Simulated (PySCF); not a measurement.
**C²⁺ (carbon, charge +2) across methods**

[He] 2s1 2p1, high-spin 3P determinant (an excited configuration). Computed with PySCF 2.14 in x2c-TZVPPall, with scalar relativity by spin-free X2C-1e.

```csv
method,E (hartree),mean ε 1s β (eV),mean ε 2s α (eV),mean ε 2p α (eV),Σ⟨r²⟩ (bohr²),⟨S²⟩
LDA,-35.9330,-303.58,-41.223,-33.034,4.460,2.000
r2SCAN,-36.3148,-310.08,-42.045,-33.977,4.401,2.000
M06,-36.3077,-315.63,-43.229,-35.059,4.432,2.000
wB97X-V,-36.3219,-316.51,-46.093,-37.908,4.451,2.000
BHandHLYP,-36.3235,-324.49,-45.400,-37.369,4.397,2.000
PBE,-36.2686,-306.16,-41.419,-33.358,4.428,2.000
UHF,-36.25122,-340.96,-49.541,-41.413,4.421,2.000
PBE0,-36.2812,-315.07,-43.552,-35.456,4.418,2.000
```

(1) Estimate the same row for MN15.

Results:

(1) E (hartree) = -36.2968; mean ε 1s β (eV) = -310.89; mean ε 2s α (eV) = -43.914; mean ε 2p α (eV) = -35.633; Σ⟨r²⟩ (bohr²) = 4.417; ⟨S²⟩ = 2.000.
